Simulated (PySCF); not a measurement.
Species: C8H9P.
Geometry (PBE0-D3(BJ)/def2-SVP, Å), atoms numbered from 1 in this order:
```xyz
18
C8H9P angstrom
C     -3.747    0.342    0.457
C     -2.841   -0.618    0.222
C     -1.378   -0.501    0.278
C     -0.744    0.685    0.670
C      0.631    0.864    0.739
C      1.574   -0.128    0.425
C      3.039    0.172    0.576
C      1.156   -1.392    0.008
P     -0.479   -1.934   -0.179
H     -4.815    0.128    0.382
H     -3.470    1.365    0.725
H     -3.211   -1.614   -0.050
H     -1.370    1.539    0.945
H      1.003    1.842    1.060
H      3.386   -0.095    1.589
H      3.252    1.241    0.428
H      3.644   -0.404   -0.139
H      1.931   -2.130   -0.229
```

The closed-shell ground state was solved at several levels (PySCF, density fitting, gas phase, non-relativistic).

```csv
level,basis functions,total energy (Eh),HOMO (eV),LUMO (eV),gap (eV),dipole (D)
PBE0/pcSseg-1,205,-651.0329,-6.53,-1.66,4.87,2.04
PBE0/def2-SVPD,256,-650.7753,-6.52,-1.66,4.86,2.01
```

(1) Estimate the row for HF/pcSseg-1, a basis of 205 functions; the other rows only guide the guess.

(2) How far do the dipole and the HOMO energy spread over the levels?

Answers

(1) Total energy -648.8097 Eh, HOMO -8.12 eV, LUMO 1.62 eV, gap 9.74 eV, dipole 2.14 D.

(2) The dipole runs from 2.01 to 2.14 D (mean 2.06 D) and the HOMO from -8.12 to -6.52 eV.

One conformer stands for the species.
